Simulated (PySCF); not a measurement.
PySCF job for BeH₂, SMILES [BeH2] (connectivity only; charge and spin as stated), charge +1, multiplicity 2, IEF-PCM-B3LYP/def2-TZVPD. Geometry: PBE0-D3(BJ)/def2-TZVPD. The geometry has at least one imaginary mode, so it is a saddle point at that level. The spin state was assumed, not searched. The isomer is the one that the SMILES or the coordinates give; other isomers of the formula were not compared.

```python
import numpy as np
from pyscf import gto, scf, dft
from pyscf.solvent import pcm

mol = gto.M(
    atom='''
    Be    0.00000000    0.00000000    0.00000000
    H     0.00000000    0.00000000   -1.47397431
    H     0.00000000    0.00000000    1.47397431
    ''',
    basis='def2-TZVPD',
    charge=1,
    spin=1,
    max_memory=1600,
    verbose=3,
)
mf = dft.UKS(mol, xc='b3lyp').density_fit(auxbasis='def2-universal-jkfit')
mf.grids.level = 3
mf.conv_tol = 1e-9
mf.max_cycle = 100
mf.kernel()
fine, coarse = mf.grids, dft.Grids(mol).set(level=1).build(with_non0tab=True)
for _ in range(3):  # follow internal instabilities
    mf.grids = coarse
    mo, _, stable, _ = mf.stability(return_status=True, nroots=4)
    mf.grids = fine
    if stable:
        break
    mf.kernel(mf.make_rdm1(mo, mf.mo_occ))
res = {}
for name, eps in {'water': 78.355, 'methanol': 32.613, 'cyclohexanone': 15.619}.items():
    s = mf.PCM()
    s.with_solvent.method, s.with_solvent.eps, s.with_solvent.lebedev_order = 'IEF-PCM', eps, 29
    s.kernel(mf.make_rdm1())
    res[name] = (s.e_tot, eps, s.dip_moment(), s.mo_energy, s.converged)
    print(f'{name}: electrostatic solvation free energy {(s.e_tot - mf.e_tot) * 627.509474:.3f} kcal/mol')
```

Log of the run:

```

WARN: HOMO -0.322082653510912 >= LUMO -0.322082653510913

converged SCF energy = -15.493129193074  <S^2> = 0.76877715  2S+1 = 2.0186898
<class 'pyscf.df.df_jk.DFUKS'> wavefunction is stable in the internal stability analysis

WARN: PCM is an experimental feature. It is still in testing.
Features and APIs may be changed in the future.

converged SCF energy = -15.6291107239568  <S^2> = 0.76800043  2S+1 = 2.0179201

WARN: System has nonzero charge 1; the dipole moment is origin-dependent.
Location of origin: [0. 0. 0.]

Dipole moment(X, Y, Z, Debye):  0.00000, -0.00000,  0.00000
water: electrostatic solvation free energy -85.330 kcal/mol

WARN: PCM is an experimental feature. It is still in testing.
Features and APIs may be changed in the future.

converged SCF energy = -15.6266131398245  <S^2> = 0.76802704  2S+1 = 2.0179465

WARN: System has nonzero charge 1; the dipole moment is origin-dependent.
Location of origin: [0. 0. 0.]

Dipole moment(X, Y, Z, Debye):  0.00000, -0.00000, -0.00000
methanol: electrostatic solvation free energy -83.762 kcal/mol

WARN: PCM is an experimental feature. It is still in testing.
Features and APIs may be changed in the future.

converged SCF energy = -15.6219620426602  <S^2> = 0.76807458  2S+1 = 2.0179936

WARN: System has nonzero charge 1; the dipole moment is origin-dependent.
Location of origin: [0. 0. 0.]

Dipole moment(X, Y, Z, Debye):  0.00000, -0.00000,  0.00000
cyclohexanone: electrostatic solvation free energy -80.844 kcal/mol
```

The run converged.
